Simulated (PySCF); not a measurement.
Isomers of C5H5FN2, one GFN2-xTB conformer each. Single-point energies are computed at PBE0/pcSseg-1 (PySCF, gas phase, no added dispersion term), electronic only.

| SMILES | GFN2-xTB relative energy (kcal/mol) |
| --- | --- |
| Cc1nccnc1F | 0.0 |
| F/C=C\c1ccn[nH]1 | 18.6 |
| CCC(F)(C#N)C#N | 54.7 |

Conformers: `[F:1]/[CH:2]=[CH:3]\[c:4]1[cH:5][cH:6][n:7][nH:8]1` with C2–C3–C4–C5 180°; `[CH3:1][CH2:2][C:3]([F:4])([C:5]#[N:6])[C:7]#[N:8]` with C1–C2–C3–F4 180°.

**Question.** What does PBE0/pcSseg-1 give for the same structures?

**Answer.** 
| SMILES | PBE0/pcSseg-1 E (Eh) | PBE0/pcSseg-1 (kcal/mol) | GFN2-xTB (kcal/mol) | point group |
| --- | --- | --- | --- | --- |
| Cc1nccnc1F | -402.39105 | 0.0 | 0.0 | Cs |
| F/C=C\c1ccn[nH]1 | -402.35612 | 21.9 | 18.6 | Cs |
| CCC(F)(C#N)C#N | -402.33221 | 36.9 | 54.7 | Cs |

Both levels put the same isomer lowest; measured from each level's own lowest isomer, the values differ by up to 17.8 kcal/mol (CCC(F)(C#N)C#N: 54.7 against 36.9). As drawn, the lowest has an aromatic ring, which the highest lacks; the highest has a C≡N group, which the lowest lacks.

**Question.** Which frontier levels, dipoles and rotational constants go with these structures?

**Answer.** 
| SMILES | HOMO (eV, PBE0/pcSseg-1) | LUMO (eV) | dipole (D) | A, B, C (MHz) |
| --- | --- | --- | --- | --- |
| Cc1nccnc1F | -7.74 | -1.54 | 1.35 | 3291, 2405, 1401 |
| F/C=C\c1ccn[nH]1 | -6.63 | -0.93 | 2.95 | 5647, 1450, 1154 |
| CCC(F)(C#N)C#N | -10.44 | -1.55 | 3.82 | 2115, 1964, 1656 |
